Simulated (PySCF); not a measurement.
HCl$_{3}$OTi, triplet, geometry from GFN2-xTB (such geometries of metal compounds can be far from the true shape) (the multiplicity is a formal guess); DF-M062X/cc-pVDZ (PySCF).

The PySCF input:
```python
from pyscf import gto, scf, dft

mol = gto.M(
    atom='''
Ti   -0.549749    0.097962   -0.121870
Cl    1.418425    1.262501   -0.232093
Cl    0.691495   -0.353109    1.748386
Cl   -0.311457   -1.580848   -1.403924
O    -1.956922    0.983892    0.084344
H    -2.824019    1.388478    0.096126
''',
    basis='cc-pvdz',
    charge=0,
    spin=2,
    verbose=4,
)

mf = dft.UKS(mol)
mf.xc = 'm062x'
mf.init_guess = 'mod_huckel'
mf = mf.density_fit(auxbasis='def2-universal-jkfit')
mf.kernel()
```

The log (banner, timings and long lists left out):

```
PySCF version 2.14.0

[INPUT] verbose = 4
[INPUT] num. atoms = 6
[INPUT] num. electrons = 82
[INPUT] charge = 0
[INPUT] spin (= nelec alpha-beta = 2S) = 2
[INPUT] symmetry False subgroup None
[INPUT] Mole.unit = angstrom
[INPUT] Symbol           X                Y                Z      unit          X                Y                Z       unit  Magmom
[INPUT]  1 Ti    -0.549749000000   0.097962000000  -0.121870000000 AA   -1.038875047254   0.185121350615  -0.230300922801 Bohr   0.0
[INPUT]  2 Cl     1.418425000000   1.262501000000  -0.232093000000 AA    2.680434778236   2.385781121990  -0.438592205429 Bohr   0.0
[INPUT]  3 Cl     0.691495000000  -0.353109000000   1.748386000000 AA    1.306736166506  -0.667279302119   3.303970700024 Bohr   0.0
[INPUT]  4 Cl    -0.311457000000  -1.580848000000  -1.403924000000 AA   -0.588568429579  -2.987369764566  -2.653031859704 Bohr   0.0
[INPUT]  5 O     -1.956922000000   0.983892000000   0.084344000000 AA   -3.698046627136   1.859286416151   0.159387060250 Bohr   0.0
[INPUT]  6 H     -2.824019000000   1.388478000000   0.096126000000 AA   -5.336622480568   2.623843149984   0.181651813450 Bohr   0.0

nuclear repulsion = 544.588357860135
number of shells = 30
number of NR pGTOs = 278
number of NR cGTOs = 116
basis = cc-pvdz
ecp = {}

******** <class 'pyscf.df.df_jk.DFUKS'> ********
method = DFUKS
initial guess = mod_huckel
damping factor = 0
level_shift factor = 0
DIIS = <class 'pyscf.scf.diis.CDIIS'>
diis_start_cycle = 1
diis_space = 8
diis_damp = 0
SCF conv_tol = 1e-09
SCF conv_tol_grad = None
SCF max_cycles = 50
direct_scf = False
number electrons alpha = 42  beta = 40
XC library pyscf.dft.libxc version 7.1.2
    S. Lehtola, C. Steigemann, M. J. T. Oliveira, and M. A. L. Marques,  SoftwareX 7, 1–5 (2018)
XC functionals = m062x
    Y. Zhao and D. G. Truhlar,  Theor. Chem. Acc. 120, 215 (2008)
    Y. Zhao and D. G. Truhlar,  Theor. Chem. Acc. 120, 215 (2008)
radial grids:
    Treutler-Ahlrichs [JCP 102, 346 (1995); DOI:10.1063/1.469408] (M4) radial grids

becke partition: Becke, JCP 88, 2547 (1988); DOI:10.1063/1.454033
pruning grids: <function nwchem_prune>
grids dens level: 3
symmetrized grids: False
atomic radii adjust function: <function treutler_atomic_radii_adjust>
small_rho_cutoff = 0
Set gradient conv threshold to 3.16228e-05
Initial guess from on-the-fly Huckel, doi:10.1021/acs.jctc.8b01089,
employing the updated GWH rule from doi:10.1021/ja00480a005.
Spherically averaged atomic HF for {'Cl', 'O', 'H', 'Ti'}

******** <class 'pyscf.scf.atom_hf.AtomSphAverageRHF'> ********
method = AtomSphAverageRHF
initial guess = minao
damping factor = 0
level_shift factor = 0
DIIS = <class 'pyscf.scf.diis.CDIIS'>
diis_start_cycle = 1
diis_space = 8
diis_damp = 0
SCF conv_tol = 1e-09
SCF conv_tol_grad = None
SCF max_cycles = 50
direct_scf = True
direct_scf_tol = 1e-13
atom = Ti
Set gradient conv threshold to 3.16228e-05
Initial guess from minao.
init E= -847.838072971538
cycle= 1 E= -847.902357443607  delta_E= -0.0643  |g|=    0  |ddm|= 0.586
cycle= 2 E= -847.907785799659  delta_E= -0.00543  |g|=    0  |ddm|= 0.474
cycle= 3 E= -847.926687051914  delta_E= -0.0189  |g|=    0  |ddm|= 0.235
cycle= 4 E= -847.92669766903  delta_E= -1.06e-05  |g|=    0  |ddm|= 0.0459
cycle= 5 E= -847.926704059314  delta_E= -6.39e-06  |g|=    0  |ddm|= 0.00484
cycle= 6 E= -847.926704120206  delta_E= -6.09e-08  |g|=    0  |ddm|= 0.0014
cycle= 7 E= -847.926704120738  delta_E= -5.32e-10  |g|=    0  |ddm|= 0.000187
Extra cycle  E= -847.92670412074  delta_E= -1.82e-12  |g|=    0  |ddm|= 5.67e-06
Atomic HF for atom  Ti  converged. SCF energy = -847.92670412074

******** <class 'pyscf.scf.atom_hf.AtomSphAverageRHF'> ********
method = AtomSphAverageRHF
initial guess = minao
damping factor = 0
level_shift factor = 0
DIIS = <class 'pyscf.scf.diis.CDIIS'>
diis_start_cycle = 1
diis_space = 8
diis_damp = 0
SCF conv_tol = 1e-09
SCF conv_tol_grad = None
SCF max_cycles = 50
direct_scf = True
direct_scf_tol = 1e-13
atom = Cl
Set gradient conv threshold to 3.16228e-05
Initial guess from minao.
init E= -459.252878073821
cycle= 1 E= -459.270108157912  delta_E= -0.0172  |g|=    0  |ddm|= 0.0344
cycle= 2 E= -459.270109561314  delta_E= -1.4e-06  |g|=    0  |ddm|= 0.0034
cycle= 3 E= -459.270109612048  delta_E= -5.07e-08  |g|=    0  |ddm|= 0.000622
cycle= 4 E= -459.270109613905  delta_E= -1.86e-09  |g|=    0  |ddm|= 0.000143
cycle= 5 E= -459.270109613959  delta_E= -5.38e-11  |g|=    0  |ddm|= 1.93e-05
Extra cycle  E= -459.270109613959  delta_E= -5.68e-14  |g|=    0  |ddm|= 1.17e-07
Atomic HF for atom  Cl  converged. SCF energy = -459.270109613959

******** <class 'pyscf.scf.atom_hf.AtomSphAverageRHF'> ********
method = AtomSphAverageRHF
initial guess = minao
damping factor = 0
level_shift factor = 0
DIIS = <class 'pyscf.scf.diis.CDIIS'>
diis_start_cycle = 1
diis_space = 8
diis_damp = 0
SCF conv_tol = 1e-09
SCF conv_tol_grad = None
SCF max_cycles = 50
direct_scf = True
direct_scf_tol = 1e-13
atom = O
Set gradient conv threshold to 3.16228e-05
Initial guess from minao.
init E= -74.256327328113
cycle= 1 E= -74.268790239725  delta_E= -0.0125  |g|=    0  |ddm|= 0.118
cycle= 2 E= -74.2691340437085  delta_E= -0.000344  |g|=    0  |ddm|= 0.0421
cycle= 3 E= -74.2691852198894  delta_E= -5.12e-05  |g|=    0  |ddm|= 0.0107
cycle= 4 E= -74.2691871256335  delta_E= -1.91e-06  |g|=    0  |ddm|= 0.00282
cycle= 5 E= -74.2691871256343  delta_E= -8.24e-13  |g|=    0  |ddm|= 1.18e-06
Extra cycle  E= -74.2691871256343  delta_E=    0  |g|=    0  |ddm|= 4.97e-08
Atomic HF for atom  O  converged. SCF energy = -74.2691871256343

******** 1 electron system ********
Atomic HF for atom  H  converged. SCF energy = -0.499278403419583

tot grids = 101440
******** <class 'pyscf.df.df.DF'> ********
auxbasis = def2-universal-jkfit
init E= -2305.02105872127

cycle= 1 E= -2287.5164188569  delta_E= 17.5  |g|= 6.19  |ddm|= 9.45
cycle= 2 E= -2167.94591549055  delta_E=  120  |g|= 6.78  |ddm|= 73.1

cycle= 3 E= -2249.97470115213  delta_E=  -82  |g|= 6.67  |ddm|= 60.7

cycle= 4 E= -2266.11367633269  delta_E= -16.1  |g|= 6.54  |ddm|= 38.2
cycle= 5 E= -2265.73244537351  delta_E= 0.381  |g|= 6.65  |ddm|= 1.41
cycle= 6 E= -2268.64465357738  delta_E= -2.91  |g|= 6.64  |ddm|= 2.63
cycle= 7 E= -2269.02736260252  delta_E= -0.383  |g|= 6.58  |ddm|= 0.453
cycle= 8 E= -2268.79862215149  delta_E= 0.229  |g|= 6.62  |ddm|= 0.867

cycle= 9 E= -2268.59453209694  delta_E= 0.204  |g|= 6.59  |ddm|= 1.89

cycle= 10 E= -2273.03330670757  delta_E= -4.44  |g|= 6.32  |ddm|= 4.27

cycle= 11 E= -2140.67583010471  delta_E=  132  |g|=  6.2  |ddm|= 42.4

cycle= 12 E= -2253.04589621626  delta_E= -112  |g|= 6.35  |ddm|= 49.4

cycle= 13 E= -2253.30135101566  delta_E= -0.255  |g|= 6.24  |ddm|= 15.6

cycle= 14 E= -2254.17560442847  delta_E= -0.874  |g|= 6.24  |ddm|= 6.91

cycle= 15 E= -2254.07321605024  delta_E= 0.102  |g|= 6.24  |ddm|=  3.6

cycle= 16 E= -2254.01676536936  delta_E= 0.0565  |g|= 6.24  |ddm|= 6.23
cycle= 17 E= -2254.65861375097  delta_E= -0.642  |g|= 6.21  |ddm|= 4.74

cycle= 18 E= -2254.2301488412  delta_E= 0.428  |g|= 6.24  |ddm|= 6.57

cycle= 19 E= -2252.6663958628  delta_E= 1.56  |g|= 6.44  |ddm|=   12

cycle= 20 E= -2138.46873982987  delta_E=  114  |g|=    6  |ddm|= 51.7

cycle= 21 E= -2250.89904826144  delta_E= -112  |g|= 6.45  |ddm|= 53.2

cycle= 22 E= -2254.60136599748  delta_E= -3.7  |g|= 6.48  |ddm|=   31

cycle= 23 E= -2252.68404408468  delta_E= 1.92  |g|= 6.44  |ddm|= 16.8

cycle= 24 E= -2251.12685446177  delta_E= 1.56  |g|= 6.35  |ddm|=   20

cycle= 25 E= -2252.86100600515  delta_E= -1.73  |g|= 6.46  |ddm|= 19.7

cycle= 26 E= -2254.92088511125  delta_E= -2.06  |g|= 6.38  |ddm|=  9.7

cycle= 27 E= -2254.59690050358  delta_E= 0.324  |g|= 6.38  |ddm|= 3.01

cycle= 28 E= -2253.16056905736  delta_E= 1.44  |g|= 6.42  |ddm|= 15.4

cycle= 29 E= -2138.58382945887  delta_E=  115  |g|=    6  |ddm|= 60.2

cycle= 30 E= -2254.1187322895  delta_E= -116  |g|= 6.36  |ddm|=   49

cycle= 31 E= -2254.21825668604  delta_E= -0.0995  |g|= 6.36  |ddm|= 9.92

cycle= 32 E= -2254.64448356819  delta_E= -0.426  |g|= 6.32  |ddm|= 2.69

cycle= 33 E= -2250.90775355804  delta_E= 3.74  |g|= 6.45  |ddm|= 25.4

cycle= 34 E= -2252.10909225319  delta_E= -1.2  |g|= 6.45  |ddm|= 5.77

cycle= 35 E= -2252.65714199058  delta_E= -0.548  |g|= 6.43  |ddm|= 18.6

cycle= 36 E= -2254.62128536689  delta_E= -1.96  |g|= 6.35  |ddm|= 26.9

cycle= 37 E= -2254.81745615803  delta_E= -0.196  |g|= 6.32  |ddm|= 8.37

cycle= 38 E= -2138.56333441452  delta_E=  116  |g|= 6.05  |ddm|= 39.2

cycle= 39 E= -2254.9686369248  delta_E= -116  |g|=  6.4  |ddm|= 33.9

cycle= 40 E= -2253.01333977428  delta_E= 1.96  |g|= 6.35  |ddm|= 28.3

cycle= 41 E= -2252.48236332038  delta_E= 0.531  |g|= 6.35  |ddm|= 5.76

cycle= 42 E= -2252.08162458567  delta_E= 0.401  |g|= 6.37  |ddm|= 11.7

cycle= 43 E= -2252.50469816064  delta_E= -0.423  |g|= 6.34  |ddm|= 30.4

cycle= 44 E= -2252.03307989244  delta_E= 0.472  |g|= 6.36  |ddm|= 22.3

cycle= 45 E= -2251.7099633738  delta_E= 0.323  |g|= 6.36  |ddm|= 5.95

cycle= 46 E= -2253.1749666643  delta_E= -1.47  |g|= 6.33  |ddm|= 27.4

cycle= 47 E= -2138.54773362106  delta_E=  115  |g|= 6.09  |ddm|= 61.8

cycle= 48 E= -2253.77517011049  delta_E= -115  |g|= 6.34  |ddm|= 58.9

cycle= 49 E= -2253.6456559767  delta_E= 0.13  |g|= 6.32  |ddm|= 1.79

cycle= 50 E= -2253.57267641667  delta_E= 0.073  |g|= 6.31  |ddm|= 3.75
SCF not converged.
SCF energy = -2253.57267641667 after 50 cycles  <S^2> = 2.0036475  2S+1 = 3.0024307
```

The run did not converge; its last values are not results.
